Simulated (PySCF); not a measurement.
Values are calculated unless marked as measured or tabulated.
## CH5F4OSi3

CH5F4OSi3 is a small molecule (built as: Si site whose three back bonds go to SiH3, F, OSiF3; end group CH2), neutral, doublet. The structure, one conformer, was relaxed in the gas phase by PBE0-D3(BJ)/def2-SVP. No frequency run checks that it is a minimum.

SMILES: [CH2][Si](F)([SiH3])O[Si](F)(F)F

```xyz
14

Si   -0.356   -0.672    0.299
Si   -1.992    0.544    1.439
F    -0.046   -2.033    1.129
O     1.041    0.244    0.324
Si    2.382    0.636   -0.475
F     2.959    2.017    0.066
F     2.081    0.803   -2.037
F     3.511   -0.475   -0.316
C    -0.752   -1.095   -1.441
H    -1.524    0.857    2.822
H    -2.241    1.815    0.694
H    -3.260   -0.244    1.502
H    -1.464   -1.884   -1.707
H    -0.344   -0.528   -2.286
```
Atoms count from 1 in this order.

EPR values by unrestricted B3LYP, IGLO-III on C F O Si, pcH-1 on H.

**Question.** Predict g and the largest hyperfine couplings. Where does the spin sit?

**Answer.** g = 2.0020, 2.0024, 2.0029. The spin sits on C9 (102 %, bonded to 1 Si + 2 H) by Mulliken populations.
```tsv
atom	isotope	isotropic (MHz)	dipolar, principal values (MHz)
C9	13C	71.1	-73.2, -73.1, 146.3
F3	19F	74.3	-19.5, -16.8, 36.3
H14	1H	-57.5	-35.3, -1.1, 36.4
H13	1H	-57.0	-35.3, -1.3, 36.6
Si1	29Si	35.1	-3.0, 0.8, 2.3
Si2	29Si	-23.3	-5.7, 2.5, 3.2
```

**Question.** How do the isotropic couplings move with BHandHLYP?

**Answer.** C9 71.1 to 91.0 MHz, F3 74.3 to 70.0 MHz, H14 -57.5 to -66.7 MHz, H13 -57.0 to -65.8 MHz.

The 2 runs behind this took 5.9 min in all, one thread each of AMD EPYC 7R43 64-Core on a shared host, launched as `OMP_NUM_THREADS=1 python cluster_run.py task.json out`.
